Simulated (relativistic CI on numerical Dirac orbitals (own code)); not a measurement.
## Lu⁷⁰⁺: computed level list

These numbers are calculated, not measured: Dirac equation for one electron, model QED (radiative potential, 1s self-energy scaled to tabulated hydrogen-like ionisation energies) (own radial code, finite nucleus).

CI space: 1s, 2s, 2p, 3s, 3p, 3d, 4s, 4p, 4d, 4f, 5s, 5p, 5d, 5f, 5g, 6s, 6p, 6d. Levels of other configurations are missing.

The lowest level is 1s ²S1/2, with 100 % of that term; Hund's rules for 1s give ²S with J = 1/2, in agreement.

| No. | Configuration | Term | J | E (10³ cm⁻¹) | % | Landé g | Lifetime (s) |
| --- | --- | --- | --- | --- | --- | --- | --- |
| 1 | 1s | ²S | 1/2 | 0 | 100 | 1.810 |  |
| 2 | 2p | ²P° | 1/2 | 443411 | 100 | 0.617 | 6.09e-17 |
| 3 | 2s | ²S | 1/2 | 443576 | 100 | 1.953 |  |
| 4 | 2p | ²P° | 3/2 | 454603 | 100 | 1.298 | 6.73e-17 |
| 5 | 3p | ²P° | 1/2 | 529057 | 100 | 0.644 | 2.13e-16 |
| 6 | 3s | ²S | 1/2 | 529106 | 100 | 1.981 | 3.67e-15 |
| 7 | 3d | ²D | 3/2 | 532382 | 100 | 0.783 | 5.32e-16 |
| 8 | 3p | ²P° | 3/2 | 532390 | 100 | 1.318 | 2.15e-16 |
| 9 | 3d | ²D | 5/2 | 533345 | 100 | 1.185 | 5.91e-16 |
| 10 | 4p | ²P° | 1/2 | 558554 | 100 | 0.654 | 5.10e-16 |
| 11 | 4s | ²S | 1/2 | 558575 | 100 | 1.990 | 5.51e-15 |
| 12 | 4d | ²D | 3/2 | 559948 | 100 | 0.790 | 1.21e-15 |
| 13 | 4p | ²P° | 3/2 | 559951 | 100 | 1.325 | 5.00e-16 |
| 14 | 4f | ²F° | 5/2 | 560356 | 100 | 0.848 | 2.71e-15 |
| 15 | 4d | ²D | 5/2 | 560357 | 100 | 1.192 | 1.36e-15 |
| 16 | 4f | ²F° | 7/2 | 560554 | 100 | 1.135 | 2.80e-15 |
| 17 | 5p | ²P° | 1/2 | 572007 | 100 | 0.658 | 1.00e-15 |
| 18 | 5s | ²S | 1/2 | 572018 | 100 | 1.995 | 8.82e-15 |
| 19 | 5d | ²D | 3/2 | 572716 | 100 | 0.794 | 2.31e-15 |
| 20 | 5p | ²P° | 3/2 | 572718 | 100 | 1.328 | 9.64e-16 |
| 21 | 5f | ²F° | 5/2 | 572925 | 100 | 0.851 | 5.18e-15 |
| 22 | 5d | ²D | 5/2 | 572925 | 100 | 1.195 | 2.59e-15 |
| 23 | 5g | ²G | 7/2 | 573026 | 100 | 0.883 | 8.99e-15 |
| 24 | 5f | ²F° | 7/2 | 573027 | 100 | 1.138 | 5.36e-15 |
| 25 | 5g | ²G | 9/2 | 573087 | 100 | 1.106 | 9.12e-15 |
| 26 | 6p | ²P° | 1/2 | 579233 | 100 | 0.661 | 1.73e-15 |
| 27 | 6s | ²S | 1/2 | 579239 | 100 | 1.997 | 1.37e-14 |
| 28 | 6d | ²D | 3/2 | 579641 | 100 | 0.795 | 3.94e-15 |
| 29 | 6p | ²P° | 3/2 | 579642 | 100 | 1.330 | 1.65e-15 |
| 30 | 6d | ²D | 5/2 | 579762 | 100 | 1.197 | 4.42e-15 |

Energies count from the lowest computed level; ° marks odd parity; lifetimes are radiative, by E1, M1, E2, M2 decay to levels of this space only; some are left blank where a channel outside the calculation adds to the decay or the decay crosses a small, uncertain gap.
